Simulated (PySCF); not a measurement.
C6H14NP.
Atom-mapped SMILES: `[CH3:1][N:2]=[P@@:3]1([CH3:4])[CH2:5][CH2:6][C@@H:7]1[CH3:8]`

Structure used (GFN2-xTB), in Å, numbered top down from 1:
```
atom  x, y, z in Å
C1     2.947    1.016    0.056
N2     1.841    0.496    0.828
P3     0.535   -0.172    0.308
C4     0.589   -1.406   -1.071
C5    -0.462   -0.901    1.670
C6    -1.764   -0.366    1.043
C7    -1.141    0.699    0.120
C8    -1.815    0.938   -1.216
H9     2.747    2.027   -0.309
H10    3.219    0.390   -0.799
H11    3.806    1.065    0.728
H12    1.389   -2.110   -0.846
H13   -0.354   -1.936   -1.169
H14    0.819   -0.889   -2.003
H15   -0.205   -0.395    2.599
H16   -0.411   -1.977    1.824
H17   -2.479    0.028    1.765
H18   -2.263   -1.139    0.457
H19   -1.048    1.645    0.666
H20   -2.810    1.354   -1.063
H21   -1.237    1.641   -1.813
H22   -1.915    0.011   -1.776
```

NICS is the negative of the GIAO shielding at a point without a nucleus: at the ring centre (0) and 1 Å above and below it (1); zz is the component along the ring normal. Level: GIAO PBE0/pcSseg-1 (PySCF, non-relativistic, gas phase) on the GFN2-xTB geometry, one conformer.

Ring bond lengths (Å), with Mayer bond orders in brackets: P3–C5 1.838 (0.94), C5–C6 1.541 (1.00), C6–C7 1.541 (0.98), C7–P3 1.899 (0.80).

Question: What do the NICS probes read (ppm)?

Answer: 
```csv
ring,type,NICS(0),"NICS(1), two faces","NICS(1)zz, two faces",rms pucker (Å),"centre to ring atoms, mean (Å)"
P3–C5–C6–C7,4-membered ring with P; formal bonds all single,-4.3,-2.0 / -3.6,1.5 / -1.3,0.12,1.20
```

Question: What do they say, and how far can they be read as aromaticity?

Answer: 
- P3–C5–C6–C7: mean NICS(1)zz 0.1 ppm, near zero. P3, C5, C6, C7 have four or more neighbours; no verdict on aromaticity is drawn.

Question: What is the mean of the two in-plane components of NICS at the first NICS(1) probe listed for ring P3–C5–C6–C7, 1 Å off the ring?

Answer: The isotropic value is a third of the trace: (3 × -2.0 − (1.5))/2 = -3.8 ppm.
